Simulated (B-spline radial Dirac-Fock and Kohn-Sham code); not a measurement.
**Subshell photoionisation cross sections of Sb⁺ against photon energy**

System: Sb⁺ in the configuration [Kr] 4d10 5s2 5p2.

The computed values come from an atomic code on a B-spline grid: the independent-particle Dirac-Slater model, thresholds from Dirac-Fock. Values are in kb per electron; a dash marks an energy below the computed threshold.

| hν (eV) | 1s | 4d5/2 | 5s | 5p1/2 | 5p3/2 |
| --- | --- | --- | --- | --- | --- |
| 31.8 | – | – | 37.6 | 410 | 299 |
| 70.9 | – | 2880 | 56.5 | 35.6 | 34.7 |
| 80 | – | 1400 | 51.7 | 27.1 | 28.3 |
| 130 | – | 36.0 | 30.3 | 13.1 | 15.6 |
| 135 | – | 32.5 | 28.9 | 12.6 | 15.1 |
| 140 | – | 32.0 | 27.7 | 12.2 | 14.6 |
| 193 | – | 65.1 | 18.5 | 9.12 | 10.7 |
| 208 | – | 71.7 | 16.7 | 8.53 | 9.97 |
| 732 | – | 22.1 | 2.61 | 2.00 | 2.03 |
| 859 | – | 15.8 | 2.00 | 1.57 | 1.57 |
| 1270 | – | 6.31 | 1.02 | 0.818 | 0.790 |
| 1360 | – | 5.31 | 0.906 | 0.725 | 0.696 |
| 2470 | – | 1.02 | 0.309 | 0.232 | 0.213 |
| 2580 | – | 0.897 | 0.285 | 0.212 | 0.194 |
| 16900 | – | 0.00117 | 0.00598 | 0.00189 | 0.00149 |
| 18600 | – | 0.000800 | 0.00480 | 0.00143 | 0.00111 |
| 18700 | – | 0.000783 | 0.00474 | 0.00141 | 0.00109 |
| 35600 | 2.29 | 5.50e-05 | 0.00101 | 0.000196 | 0.000142 |
| 36700 | 2.11 | 4.84e-05 | 0.000937 | 0.000178 | 0.000129 |
| 50300 | 0.914 | 1.28e-05 | 0.000420 | 6.47e-05 | 4.52e-05 |
| 73800 | 0.318 | 2.51e-06 | 0.000153 | 1.85e-05 | 1.23e-05 |
| 84700 | 0.216 | 1.40e-06 | 0.000106 | 1.18e-05 | 7.67e-06 |
| 96500 | 0.149 | 8.08e-07 | 7.43e-05 | 7.67e-06 | 4.90e-06 |
| 137000 | 0.0548 | 1.88e-07 | 2.83e-05 | 2.43e-06 | 1.47e-06 |

At 137000 eV the multipoles beyond E1 give 28.7 % of 1s, 65.7 % of 4d5/2, 30.5 % of 5s, 45.9 % of 5p1/2, 44.4 % of 5p3/2.

Run: 6.9 s of CPU time on 1 thread of Neoverse-V1 (shared host), peak memory 0.39 GiB.
